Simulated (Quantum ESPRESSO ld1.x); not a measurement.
Numerical settings for the tantalum ion Ta+, [Xe] 4f14 5d3 6s1. Method: Dirac Kohn-Sham, LDA (Slater exchange, VWN5 correlation), spin-unpolarised, spherical densities, point nucleus; open shells are shared between the two j in proportion to 2j + 1; computed with ld1.x of Quantum ESPRESSO 7.5. With the defaults (dx = 0.008, xmin = -8.0, rmax = 100, beta = 0.2, tr2 = 1e-14) the mesh has 2113 points, the cycle takes 28 iterations, E = -15616.359273 hartree and the 5d5/2 eigenvalue is -0.3860 hartree. The mesh is r = exp(xmin + i dx)/Z up to rmax; beta is the mixing and tr2 the threshold. One setting is changed at a time.

| change | mesh points | iterations | change of E (mhartree) | change of e(5d5/2) (mhartree) |
|---|---|---|---|---|
| dx = 0.04 | 423 | 28 | -0.254 | 0.0 |
| dx = 0.02 | 845 | 28 | -0.003 | 0.0 |
| xmin = -6 | 1863 | 28 | -2.282 | 0.0 |
| xmin = -4 | 1613 | 29 | -495.609 | 0.0 |
| rmax = 30 | 1963 | 28 | 0.000 | 0.0 |
| rmax = 15 | 1875 | 41 | -0.004 | 0.0 |
| beta = 0.8 | 2113 | 15 | 0.000 | 0.0 |
| beta = 0.5 | 2113 | 19 | -0.003 | 0.0 |
| tr2 = 1e-06 | 2113 | 13 | +5.641 | -0.1 |
| tr2 = 1e-10 | 2113 | 20 | -0.019 | 0.0 |
